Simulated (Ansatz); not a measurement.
`[O]=[Ta]([OH])([F])[Cl]` + H–F → `[O]=[Ta]([OH])([F])[F]` + HCl at 700 K and 1 bar (ligand exchange at a Ta–Cl bond).

Gas-phase electronic energies from Ansatz, PBE0-D4/def2-TZVP geometries. CCSD(T)/CBS is the MP2 limit (def2-TZVPP, def2-QZVPP) plus CCSD(T) − MP2 in def2-TZVPP, frozen cores. This one scheme is used for every species. def2 core potentials past Kr. For Ta outer-core shells are correlated without core-valence functions, which leaves a few kJ/mol of doubt a bond. One conformer a species, not always the lowest.

```tsv
species	CCSD(T)/CBS energy (Eh)	H − E (kJ/mol)	S (J/(mol·K))
`[O]=[Ta]([OH])([F])[Cl]`	-767.66252	116.1	452.0
H–F	-100.39570	45.2	198.5
`[O]=[Ta]([OH])([F])[F]`	-407.68418	117.2	434.1
HCl	-460.38127	38.4	211.8
```

H − E and S are ideal-gas, rigid-rotor, harmonic terms from PBE0-D4/def2-TZVP, for one conformer and one mirror image of each species. 1 Eh = 2625.50 kJ/mol, R = 8.31446 J/(mol·K).

Problem. By hand: ΔE, ΔH, ΔS and ΔG.

Solution. ΔE = (-407.68418) + (-460.38127) − (-767.66252) − (-100.39570) = -0.00723 Eh = -19.0 kJ/mol. Δ(H − E) = 117.2 + 38.4 − 116.1 − 45.2 = -5.7, so ΔH = -24.7 kJ/mol. ΔS = 434.1 + 211.8 − 452.0 − 198.5 = -4.6 J/(mol·K). ΔG = -24.7 − 700 × (-4.6)/1000 = -21.5 kJ/mol.

Problem. By hand: the equilibrium constant, and the temperature at which ΔG would vanish if ΔH and ΔS stayed fixed.

Solution. log₁₀ K = −ΔG/(RT ln 10) = 1.6. ΔG = 0 at ΔH/ΔS = 5370 K, far beyond where these terms or the molecules hold.

The number of gas molecules stays the same, so ΔS is small and ΔH decides. A doubt of 5 kJ/mol in ΔE shifts log₁₀ K by 0.4 here. Other conformers and mirror images would add mixing entropy, several J/(mol·K) or more a flexible species. These are equilibria of isolated gas molecules and say nothing of rates. Largest T1 diagnostic: 0.020 (customary marks: 0.02 for closed shells, 0.045 for open ones).
